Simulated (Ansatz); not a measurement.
Consider the formal hydrolysis of a Ga–Ge bond: `[GaH2][GaH][GeH3]` + H₂O → `[OH][GaH][GaH2]` + GeH₄.

Gas-phase electronic energies from Ansatz, PBE0-D4/def2-TZVP geometries. CBS: MP2 limit from def2 TZ/QZ plus the TZ coupled-cluster correction, frozen cores. This one scheme is used for every species. Functionals use def2-TZVPP. For Ga, Ge outer-core shells are correlated without core-valence functions, which leaves a few kJ/mol of doubt a bond. Scalar relativity is left out up to krypton. One conformer a species, not always the lowest.

```json
{"level": "r2SCAN-D4", "ΔE (kcal/mol)": "-7.3"}
{"level": "r2SCANh", "ΔE (kcal/mol)": "-7.0"}
{"level": "CAM-B3LYP", "ΔE (kcal/mol)": "-9.9"}
{"level": "MP2/CBS(def2)", "ΔE (kcal/mol)": "-6.9"}
```

Q: What does CCSD(T)/CBS give? (Estimate.)

A: Ansatz gave: -6.3 kcal/mol. The listed levels differ from it by -1.0, -0.7, -3.6, -0.6 kcal/mol.

Largest T1 diagnostic among the species: 0.015.

From r2SCAN to r2SCAN0 (25 % exact exchange), in def2-TZVPP and without D4, ΔE moves by +1.1 kcal/mol. At CCSD(T), def2-SVP lies −5.3 kcal/mol from the extrapolated value and def2-TZVPP −1.2 kcal/mol.

CCSD(T)/CBS has its own doubt, a few kJ/mol and more with outer-core shells, so smaller differences from it don't rank the levels.
